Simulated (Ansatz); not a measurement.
A nudged elastic band was laid between two geometries of AlF₂H₃OS (8 atoms, charge 0, multiplicity 1).

Method: UKS PBE0-D4/def2-SVP in Ansatz 0.2.0.

```yaml
movable_images: 5
climbing_image: yes
spring: 5.0 eV/Å²
optimiser: quadratic models (default)
start_path: through a guess of the saddle point
force_threshold: 0.05 eV/Å
iteration_limit: 60
end_points: relaxed
```

Image 0:

```xyz
8
Properties=species:S:1:pos:R:3
Al -0.338 0.658 -0.435
O 1.325 0.366 -0.699
F -1.392 0.667 -1.724
F -0.790 1.585 0.879
H 0.718 -1.591 0.748
S -0.634 -1.532 0.700
H 1.853 0.786 -1.379
H -0.741 -0.938 1.910
```

Image 6:

```xyz
8
Properties=species:S:1:pos:R:3
Al -0.621 0.430 -0.107
O 1.310 0.195 -0.393
F -0.947 0.634 -1.734
F -0.734 1.759 0.889
H 1.524 -0.714 -0.125
S -1.051 -1.545 0.771
H 1.538 0.291 -1.331
H -1.019 -1.051 2.029
```

(1) Which bonds break or form, and what moves?

(2) What energy profile does the band end with?

(3) What is the geometry of the highest image?

(4) What are the harmonic wavenumbers there?

## Answers

(1) Bonds broken: H5–S6. Bonds formed: O2–H5.

(2) It converged. The highest image is number 3 of 0 to 6, 0.184 eV above the first end and 0.616 eV above the last; the last end lies 0.432 eV below the first. A vibrational analysis at the climbing image gives one clearly imaginary mode, 765i cm⁻¹: a first-order saddle point. The orbitals stay closed-shell, which can raise the energy where a bond breaks towards radicals; this wasn't checked here.

| image | path coordinate (Å) | energy (eV) | H5–S6 (Å) | O2–H5 (Å) |
| --- | --- | --- | --- | --- |
| 0 | 0.00 | 0.000 | 1.35 | 2.51 |
| 1 | 0.43 | 0.011 | 1.36 | 2.24 |
| 2 | 0.86 | 0.068 | 1.39 | 1.83 |
| 3 | 1.29 | 0.184 | 1.55 | 1.37 |
| 4 | 1.79 | -0.261 | 2.09 | 1.02 |
| 5 | 2.28 | -0.408 | 2.55 | 0.98 |
| 6 | 2.77 | -0.432 | 2.85 | 0.97 |

(3) 
```xyz
8
Properties=species:S:1:pos:R:3
Al -0.541 0.626 -0.312
O 1.190 0.182 -0.403
F -1.308 0.664 -1.785
F -0.910 1.784 0.819
H 0.731 -0.990 0.141
S -0.608 -1.539 0.686
H 1.857 0.330 -1.081
H -0.410 -1.058 1.935
```

(4) 765i, 114, 148, 193, 244, 263, 380, 392, 511, 554, 674, 780, 866, 953, 1190, 1527, 2712, 3933 cm⁻¹.

The run took 2.2 min on 2 threads of Intel(R) Xeon(R) 6975P-C (Granite Rapids) (shared host), peak memory 0.29 GiB.
